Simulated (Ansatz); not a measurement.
`N[SiH](F)[SiH2][SiH3]` and `NC[SiH](N)F` differ in one atom or group.

Ansatz, PBE0-D4/def2-TZVP geometries, multiplicity 1. Each molecule was computed in one conformer, which needn't be the lowest.

```csv
property,`N[SiH](F)[SiH2][SiH3]`
HOMO–LUMO gap (PBE0/def2-TZVPP) / eV,7.67
HOMO–LUMO gap (ωB97M-V/def2-TZVPP) / eV,11.37
HOMO energy (ωB97M-V/def2-TZVPP) / eV,-9.91
LUMO energy (PBE0/def2-TZVPP) / eV,-0.24
size of the dipole moment (B3LYP/def2-TZVPP) / D,1.82
HOMO–LUMO gap (PBE/def2-TZVPP) / eV,5.61
```

Give the same properties after the change, and the shifts. (An estimate is asked.)

Computed: 
| property | `NC[SiH](N)F` | shift |
| --- | --- | --- |
| HOMO–LUMO gap (PBE0/def2-TZVPP) / eV | 7.71 | 0.04 |
| HOMO–LUMO gap (ωB97M-V/def2-TZVPP) / eV | 11.57 | 0.20 |
| HOMO energy (ωB97M-V/def2-TZVPP) / eV | -9.43 | 0.48 |
| LUMO energy (PBE0/def2-TZVPP) / eV | 0.68 | 0.92 |
| size of the dipole moment (B3LYP/def2-TZVPP) / D | 1.38 | -0.44 |
| HOMO–LUMO gap (PBE/def2-TZVPP) / eV | 5.38 | -0.23 |

With PBE0 the HOMO rises by 0.87 eV and the LUMO rises by 0.92 eV, so the gap widens by about 0.05 eV. PBE moves the HOMO by 1.11 eV and ωB97M-V by 0.48 eV. Dipoles are sizes alone; their direction can turn.

B3LYP here is the variant with VWN-RPA as its local correlation; programs differ in this.
